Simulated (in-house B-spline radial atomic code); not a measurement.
# PBE hybrid excitations of Mg IX (Mg8+)

Method: PBE hybrid with 0.4 exact exchange. Computed with an all-electron radial atomic-structure program (B-spline basis): linear response of the closed shell [He] 2s2 with the functional's adiabatic kernel; non-relativistic, point nucleus, no spin-orbit coupling, no double excitations, S, P, D and F terms only.

Command:
```bash
python run_td.py task.json out
```
Settings (radii: box in bohr, nucleus in fm):
```
Z                        12
electrons                4
configuration            [He] 2s2
hamiltonian              nr
method                   pbeh
box_radius               11.59
exact_exchange_fraction  0.4
intervals                48
```

Run time, properties included: 0.1 s on 1 thread of Arm Neoverse N1, on a shared host.

The lowest states, in the order of their Tamm-Dancoff energies; the method's threshold (minus the highest occupied level) is 315.32 eV. Labels give the largest channel, * marks a mixed state, and oscillator strengths are full-response dipole values. Semilocal kernels can invert the small singlet-triplet splittings of Rydberg terms. Energies in eV:

```csv
state,full response,Tamm-Dancoff,oscillator strength
2s → 2p 3P,12.892,15.029,-
2s → 2p 1P,?,?,?
2s → 3s 3S,186.58,186.59,-
2s → 3s 1S,190.08,190.10,-
2s → 3p 3P,193.60,193.61,-
2s → 3p 1P,194.68,194.68,0.563
2s → 3d 3D,?,?,-
2s → 3d 1D,200.18,200.19,-
2s → 4s 3S,247.07,247.08,-
2s → 4s 1S,248.10,248.11,-
2s → 4p 3P,249.86,249.87,-
2s → 4p 1P,250.19,250.19,0.149
2s → 4d 3D,251.51,251.52,-
2s → 4d 1D,252.44,252.44,-
2s → 4f 3F,253.23,253.24,-
2s → 4f 1F,253.36,253.36,-
```

Task: Where does 2s → 3d 3D lie?

Result: At 197.29 eV in full response, 197.32 eV in Tamm-Dancoff.

Task: Where does 2s → 2p 1P lie?

Result: At 30.48 eV in full response, 31.88 eV in Tamm-Dancoff, oscillator strength 0.299.

Task: How large is the singlet-triplet splitting of 2s → 2p (P terms) in Tamm-Dancoff?

Result: 16.8 eV, from the unrounded values.

Task: What polarisabilities and dispersion coefficient does the method give?

Result: Dipole 0.2556 bohr³, quadrupole 0.02616 bohr⁵, C6 0.06185 hartree·bohr⁶ for two such species.
